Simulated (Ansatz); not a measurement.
C2H5NSi can be A, `[SiH3]C1=CN1`, or B, `C1=C[SiH2]N1`.

Gas-phase electronic energies from Ansatz, PBE0-D4/def2-TZVP geometries. CBS: MP2 limit from def2 TZ/QZ plus the TZ coupled-cluster correction, frozen cores. Functionals use def2-TZVPP.

Problem. Which isomer does CCSD(T)/CBS put lower? Give the gap. (Best estimate.)

Solution. Computed: B, by 62.4 kcal/mol.

Problem. Give E(B) − E(A) in kcal/mol with BLYP-D4, r2SCAN-D4, CCSD(T)/def2-TZVPP, B2PLYP, PBE0-D4, CCSD(T)/def2-SVP, MP2/def2-TZVPP. (Estimate.)

Solution. Ansatz gave: BLYP-D4 -58.3, r2SCAN-D4 -63.2, CCSD(T)/def2-TZVPP -61.8, B2PLYP -62.1, PBE0-D4 -63.9, CCSD(T)/def2-SVP -59.0, MP2/def2-TZVPP -63.3. None reverses the order clearly.

Problem. Does the order hold for the free energy at 298.15 K (harmonic terms from PBE0-D4)? (Best estimate.)

Solution. The calculation gave: Yes: G(B) − G(A) = -58.3 kcal/mol.

Largest T1 diagnostic: 0.013.

From BLYP to BHLYP (50 % exact exchange), in def2-TZVPP and without D4, E(B) − E(A) moves by −7.3 kcal/mol. At CCSD(T), def2-SVP lies +3.4 kcal/mol from the extrapolated value and def2-TZVPP +0.6 kcal/mol.
